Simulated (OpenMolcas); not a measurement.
**W5+: moving or changing the point charges**

W5+ among 3 point charges of -2.5 e arranged as a planar triangle (D3h), 1.88 Å from the ion.
```
   1.8800    0.0000    0.0000  -2.50
  -0.9400    1.6281    0.0000  -2.50
  -0.9400   -1.6281    0.0000  -2.50
```

| Property | Result |
| --- | --- |
| Program | OpenMolcas |
| Method | CASSCF |
| Basis | ANO-RCC-VDZP [7s6p4d2f1g] |
| Scalar Hamiltonian | DKH2, point nucleus |
| Active space | 1 electron in 5 orbitals (5d) |
| State averaging | 2S+1 = 2 even, 5 roots |
| Spin-orbit coupling | state interaction with AMFI integrals over the reference wave functions |

Runs around this geometry, states (labels of D3, the rotations of D3h). Energies in cm-1 above the lowest state or level, χT in cm3 K/mol.

```
R (Å)  q (e)  Ground state  First state of that spin  First gap with spin-orbit (degeneracies)  χT at 300 K
 1.88  -1.25           2A1                   2E 2031                               6720 (2, 2)        0.166
 1.72   -2.5           2A1                  2E 12187                              12898 (2, 2)        0.133
 1.88   -2.5           2A1                   2E 8365                              10638 (2, 2)        0.102
 2.08   -2.5           2A1                   2E 5596                               9315 (2, 2)        0.117
```

Taking the first state of the same spin as R^-n, n = -ln(5596 / 12187) / ln(2.08 / 1.72) = 4.1 between the shortest and longest distance.

Scaling the charges by -1.25 / -2.5 = 0.50 scales the first state of the same spin by 2031 / 8365 = 0.24; with fixed orbitals a first-order splitting would follow the charge.

Spin-orbit coupling mixes the spin-free states strongly: the lowest level takes only 50 % from its leading state, 2A1 (figures for R = 1.88, q = -1.25; the like holds for R = 2.08, q = -2.5). Point charges carry no covalency, so the field is a model and not that of real ligands. No measured value stands beside these numbers.
